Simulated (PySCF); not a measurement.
CClF, SMILES F[C]Cl (connectivity only; charge and spin as stated), neutral, multiplicity 1.

The structure is a stationary point at r2SCAN-D4/def2-TZVP. The isomer is the one that the SMILES or the coordinates give; other isomers of the formula were not compared.

Calculation: r2SCAN/def2-TZVPD (PySCF).

Symmetry labels are those of the subgroup Cs that the program uses (full group Cs).

Computed valence orbital energies around the gap with their symmetry:
```
orbital  symmetry  energy (eV)
-------  --------  -----------
HOMO−7         A'       -23.18
HOMO−6         A'       -17.63
HOMO−5         A'       -13.94
HOMO−4         A"       -13.67
HOMO−3         A'       -12.77
HOMO−2         A"        -9.55
HOMO−1         A'        -9.00
HOMO           A'        -7.10
LUMO           A"        -3.98
LUMO+1         A'        -0.40
LUMO+2         A'         0.86
LUMO+3         A'         1.45
```
